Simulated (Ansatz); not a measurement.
Species: RbI, charge 0, singlet. RbI (SMILES [Rb][I]).
B3LYP-D3(BJ)/def2-TZVP minimum from Ansatz (a quantum-chemistry and plane-wave program):
```xyz
2

Rb     0.0000     0.0000    -1.9203
I      0.0000     0.0000     1.3406
```

Quantity: atomisation energy (electronic, to ground-state atoms), in kJ/mol. Radicals and triplets start from unrestricted determinants; spin-orbit coupling is neglected. Correlated methods leave the cores frozen (noble-gas shells, and filled d and f shells in the p block). Past Kr the def2 sets carry scalar-relativistic core potentials. CBS(X,Y): correlation extrapolated as X^-3, Hartree-Fock from the larger set. A bracket is a step between two methods taken in the basis named. For partners of very few electrons the exact lower level stands in for a higher one. Spin-orbit terms, left out, reach several kcal/mol for Br and I, and more for heavier atoms.

CCSD(T)/CBS(def2-TZVPP,def2-QZVPP) + [CCSDT(Q) - CCSD(T)]/def2-QZVPP + [CCSDTQ - CCSDT(Q)]/def2-SVP (Ansatz) gives 354.7 kJ/mol.

### Question
What does PBE/def2-TZVPD (Ansatz) give here, and how do the other levels compare?

### Answer
PBE gives 321.2 kJ/mol, 33.5 kJ/mol below it. Differences of the others: r2SCAN/def2-TZVPD (Ansatz) -18.6; B3LYP/def2-TZVPD (Ansatz) -39.7; wB97M-V/def2-TZVPD (Ansatz) -18.8; CCSD(T)/CBS(def2-TZVPP,def2-QZVPP) (Ansatz) 0.0 kJ/mol.
